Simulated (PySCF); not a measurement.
Si(H)(F)(Et)(OH) (C₂H₇FOSi), SMILES CC[SiH](O)F.

The structure is a stationary point at PBE0-D3(BJ)/def2-SVP. This is a generated structure with no PubChem entry under its InChIKey; it may be hypothetical. Other conformers were not sampled.

Two levels are set side by side: PBE/def2-TZVP (PySCF) and CAM-B3LYP/def2-TZVP (PySCF). Same geometry, gas phase. Differences are taken from unrounded values.

```
quantity                       PBE
---------------------------  -----
orbital gap (eV)              6.80
highest occupied level (eV)  -7.08
lowest empty level (eV)      -0.27
dipole moment (D)             2.19
mean polarisability (bohr³)   53.3
```

These are the PBE values. What does CAM-B3LYP give? (Estimate from the structure and the level; the computed values follow.)


```json
[
 {"quantity": "orbital gap (eV)", "CAM-B3LYP": "11.27", "PBE minus CAM-B3LYP": "-4.47"},
 {"quantity": "highest occupied level (eV)", "CAM-B3LYP": "-9.90", "PBE minus CAM-B3LYP": "2.82"},
 {"quantity": "lowest empty level (eV)", "CAM-B3LYP": "1.37", "PBE minus CAM-B3LYP": "-1.65"},
 {"quantity": "dipole moment (D)", "CAM-B3LYP": "2.26", "PBE minus CAM-B3LYP": "-0.07"},
 {"quantity": "mean polarisability (bohr³)", "CAM-B3LYP": "50.6", "PBE minus CAM-B3LYP": "2.6"}
]
```

PBE's occupied levels lie high since its potential decays too fast outside the molecule; exact exchange lowers them and widens the gap. PBE's more diffuse valence density responds more strongly to a field. Differences between two approximate levels are no errors against the true value.

Rough cost on one machine, each run with all the roots and properties that it gave: CAM-B3LYP against PBE within a factor of 2.
